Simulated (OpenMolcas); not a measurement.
Ne2+: Slater's ratio, worked from levels

```yaml
Program: OpenMolcas 26.06
Basis: ANO-RCC-VQZP [5s4p3d2f1g]
Scalar_Hamiltonian: DKH2, point nucleus
Active_space: 4 electrons in 3 orbitals (2p)
State_averaging: 2S+1 = 3 even, 3 roots; 2S+1 = 1 even, 6 roots
Spin-orbit_coupling: RASSI with atomic mean-field integrals over the reference wave functions, term energies averaged over their components
```

Methods: CASSCF; SS-CASPT2, IPEA 0.25 Eh, imaginary shift 0.1 Eh (closed shells correlated: 1s 2s). Measured levels: Moore, Atomic Energy Levels, vol. I, NSRDS-NBS 35 (1971 reprint of NBS Circular 467, 1949).

**Slater's ratio.** With one set of orbitals, p4 has 1D - 3P = 6 F2 and 1S - 1D = 9 F2 (F2 = F²/25), a ratio of 3/2. Term energies are centres of gravity, weighted by 2J + 1.

```
   Source  1D - 3P  1S - 3P  F2 from the first  Ratio
   CASSCF    27532    68586               4589  1.491
SS-CASPT2    25536    57685               4256  1.259
 measured    25521    55427               4254  1.172
```

Energies in cm-1. A ratio away from 3/2 shows effects beyond one configuration with one set of orbitals, and in heavier atoms second-order spin-orbit shifts.

Term energies are means over components that CASPT2 splits; among the terms shown or strongly mixed into the levels shown the widest spread is 69 cm-1 (2s2 2p4 1D, SS-CASPT2). With the s shell closed, the reference lacks s² → p² mixing. Measured partners are found by configuration, term and J. A level has none where our copy of the source lacks it or the pairing is in doubt (some pairs that miss far off the trend of their configuration count as doubtful), and it then counts in no deviation. Levels of configurations outside the active space are missing.
